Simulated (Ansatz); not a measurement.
`[F][Ge][O][SiH3]` + `CNC` → `C[N](C)[Ge][F]` + `O[SiH3]` at 400 K and 1 bar (ligand exchange at a Ge–O bond).

Calculated with Ansatz (gas phase, PBE0-D4/def2-TZVP geometries, no zero-point term in ΔE). CCSD(T)/CBS adds triple-zeta CCSD(T) − MP2 to the extrapolated MP2 energy (def2 sets, frozen cores). For Ge outer-core shells are correlated without core-valence functions, which leaves a few kJ/mol of doubt a bond. Scalar relativity is left out up to krypton. Each species was taken in one conformer, which may not be the lowest.

```
           species  CCSD(T)/CBS energy (Eh)  H − E (kJ/mol)  S (J/(mol·K))
`[F][Ge][O][SiH3]`              -2542.06230           110.7          372.4
             `CNC`               -135.00321           264.6          293.2
  `C[N](C)[Ge][F]`              -2310.36681           253.2          376.2
         `O[SiH3]`               -366.69042           120.0          276.4
```

H − E and S are ideal-gas, rigid-rotor, harmonic terms from PBE0-D4/def2-TZVP, for one conformer and one mirror image of each species. 1 Eh = 2625.50 kJ/mol, R = 8.31446 J/(mol·K).

**Question.** By hand: ΔE, ΔH, ΔS and ΔG.

**Answer.** ΔE = (-2310.36681) + (-366.69042) − (-2542.06230) − (-135.00321) = 0.00828 Eh = 21.7 kJ/mol. Δ(H − E) = 253.2 + 120.0 − 110.7 − 264.6 = -2.1, so ΔH = 19.6 kJ/mol. ΔS = 376.2 + 276.4 − 372.4 − 293.2 = -13.0 J/(mol·K). ΔG = 19.6 − 400 × (-13.0)/1000 = 24.8 kJ/mol.

**Question.** By hand: the equilibrium constant, and the temperature at which ΔG would vanish if ΔH and ΔS stayed fixed.

**Answer.** log₁₀ K = −ΔG/(RT ln 10) = -3.2. ΔH and −TΔS have one sign here, so there is no such temperature.

The number of gas molecules stays the same, so ΔS is small and ΔH decides. A doubt of 5 kJ/mol in ΔE shifts log₁₀ K by 0.7 here. Other conformers and mirror images would add mixing entropy, several J/(mol·K) or more a flexible species. These are equilibria of isolated gas molecules and say nothing of rates. Largest T1 diagnostic: 0.015 (customary marks: 0.02 for closed shells, 0.045 for open ones).
